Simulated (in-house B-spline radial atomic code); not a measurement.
# Ionising Ta II (Ta+) with different functionals

Computed with a radial B-spline atomic code at the basis-set limit: four-component Dirac-Coulomb Hamiltonian, Fermi nucleus of rms radius 5.3507 fm, spin-restricted, spherical fractional occupations for the functionals, and exact exchange of hybrids averaged over the configuration. The ionisation energy is the difference of two self-consistent energies, [Xe] 4f14 5d3 6s1 → [Xe] 4f14 5d3, without Breit or QED terms; ε is the level of the shell that loses the electron (mean over j).

```json
{"method": "B3LYP", "rung": "global hybrid", "ΔSCF (eV)": "?", "-ε(6s) (eV)": "?"}
{"method": "BHandHLYP", "rung": "global hybrid", "ΔSCF (eV)": "?", "-ε(6s) (eV)": "?"}
{"method": "B97-1", "rung": "global hybrid", "ΔSCF (eV)": "14.74", "-ε(6s) (eV)": "12.15"}
{"method": "LC-wPBE", "rung": "range-separated hybrid", "ΔSCF (eV)": "14.48", "-ε(6s) (eV)": "14.43"}
```

Task: What does B3LYP give?

Result: ΔSCF 15.01 eV, and -ε(6s) = 12.32 eV.

Task: What does BHandHLYP give?

Result: ΔSCF 14.62 eV, and -ε(6s) = 13.02 eV.

Task: Among the functionals, which spreads more, the ΔSCF values or the orbital energies?

Result: The orbital energies: ΔSCF values span about 0.52 eV and the orbital energies 2.28 eV; here energy differences depend much less on the functional than eigenvalues do.

Task: How do they compare with the NIST value?

Result: NIST lists 16.2 eV ± 0.5 (semi-empirical, ground level to ground level). Errors run from -1.72 to -1.19 eV. The correlated functionals all miss on the same side by more than they spread, so the cause is common to them (Breit-QED terms, spin polarisation, the choice among j levels, multiplet and fine-structure energies, or a listed next ion that isn't the cheapest removal here) and closeness doesn't rank the functionals.
